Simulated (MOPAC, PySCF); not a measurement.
C3H2O, SMILES `c1(=O)cc1`, neutral singlet in the gas phase. 

Z-matrix (Å, degrees):
```
C
C 1 1.3394
H 2 1.0813 1 144.06
H 1 1.0813 2 144.06 3 0.00
C 1 1.4272 4 153.92 2 -180.00
O 5 1.2000 1 152.01 4 0.00
```
Charge 0, multiplicity 1.

All levels are single points at this geometry (B3LYP-D3(BJ)/def2-TZVP); Pople sets use spherical d functions. Orbital energies aren't observables, and empty levels follow the basis.

| level | HOMO (eV) | LUMO (eV) | gap (eV) | dipole (D) | vertical IE, Delta-SCF (eV) |
|---|---|---|---|---|---|
| B3LYP-D3(BJ)/def2-TZVP in PySCF | -6.79 | -1.45 | 5.34 | 4.23 | – |
| PBE-D3(BJ)/def2-TZVP in PySCF | -5.55 | -2.28 | 3.26 | 3.98 | – |
| B3LYP/6-31G* in PySCF | -6.44 | -0.95 | 5.48 | 3.98 | 9.37 |
| BP86/6-31G* in PySCF | -5.31 | -1.95 | 3.36 | 3.77 | – |
| M06-2X/6-31G* in PySCF | -8.18 | 0.22 | 8.40 | 4.10 | – |
| PBE/6-31G* in PySCF | -5.18 | -1.85 | 3.33 | 3.73 | 9.25 |
| SVWN5/6-31G* in PySCF | -5.31 | -2.09 | 3.21 | 3.82 | 9.47 |
| HF/3-21G in PySCF | -10.53 | 3.35 | 13.88 | 4.47 | – |
| HF/6-31G* in PySCF | -10.52 | 3.44 | 13.95 | 4.74 | 8.19 |
| HF/STO-3G in PySCF | -7.87 | 7.36 | 15.22 | 3.14 | – |
| PM3 in MOPAC | -10.28 | -0.11 | 10.17 | 3.22 | – |
| PM6 in MOPAC | -10.29 | -0.47 | 9.81 | 3.34 | – |
| PM7 in MOPAC | -10.20 | -0.48 | 9.72 | 3.25 | – |
